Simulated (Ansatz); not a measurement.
PbCl₄, 5 atoms. Hardware: 2 threads of AMD EPYC 7R13 on a shared host.

In the def2 sets Pb takes a core potential; there is no spin–orbit coupling.

(1) How many basis functions does each of these Ansatz runs have, and roughly what does it cost? r2SCAN-D4/def2-TZVP, charge 0 singlet, energy, from earlier orbitals; ωB97X-V/def2-TZVP, charge 0 singlet, energy, from earlier orbitals; CAM-B3LYP-D4/def2-TZVP, charge 0 singlet, energy, from earlier orbitals; LDA (SPW92)/def2-TZVP, charge 0 singlet, energy, from earlier orbitals; PBE0-D4/def2-TZVPD, charge 0 singlet, energy, from earlier orbitals; PBE-D4/def2-TZVP, charge 1 doublet at the geometry of the charge 0 singlet, energy, from earlier orbitals; PBE0-D4/def2-TZVP, charge 0 singlet, energy, from earlier orbitals; r2SCAN-D4/def2-TZVP, charge 1 doublet at the geometry of the charge 0 singlet, energy, from earlier orbitals; PBE-D4/def2-TZVPD, charge -1 doublet at the geometry of the charge 0 singlet, energy, from earlier orbitals; PBE0-D4/def2-SVP, charge 0 singlet, energy with a search over starts; PBE0-D4/def2-TZVPD, charge -1 doublet at the geometry of the charge 0 singlet, energy, from earlier orbitals; LC-ωPBE/def2-TZVP, charge 0 singlet, energy, from earlier orbitals.

Answers

(1) Other jobs shared the machine, so times can vary by a factor of up to 3. A dash marks memory too small to be measured apart from the calling script's.

```tsv
run	functions	fitting or Cholesky vectors	wall time	peak host memory (GiB)
LDA (SPW92)/def2-TZVP, charge 0 singlet, energy, from earlier orbitals	198	1406	1.4 s	–
PBE0-D4/def2-SVP, charge 0 singlet, energy with a search over starts	98	979	2.2 s	–
LC-ωPBE/def2-TZVP, charge 0 singlet, energy, from earlier orbitals	198	1406	3.7 s	–
PBE0-D4/def2-TZVP, charge 0 singlet, energy, from earlier orbitals	198	1502	4 s	0.71
CAM-B3LYP-D4/def2-TZVP, charge 0 singlet, energy, from earlier orbitals	198	1482	5.5 s	0.77
r2SCAN-D4/def2-TZVP, charge 0 singlet, energy, from earlier orbitals	198	1406	6 s	–
PBE-D4/def2-TZVPD, charge -1 doublet at the geometry of the charge 0 singlet, energy, from earlier orbitals	240	1516	6.5 s	–
PBE0-D4/def2-TZVPD, charge 0 singlet, energy, from earlier orbitals	240	1703	7 s	0.96
ωB97X-V/def2-TZVP, charge 0 singlet, energy, from earlier orbitals	198	1469	10 s	0.82
PBE-D4/def2-TZVP, charge 1 doublet at the geometry of the charge 0 singlet, energy, from earlier orbitals	198	1406	14 s	–
PBE0-D4/def2-TZVPD, charge -1 doublet at the geometry of the charge 0 singlet, energy, from earlier orbitals	240	1703	17 s	1.2
r2SCAN-D4/def2-TZVP, charge 1 doublet at the geometry of the charge 0 singlet, energy, from earlier orbitals	198	1406	31 s	0.65
```
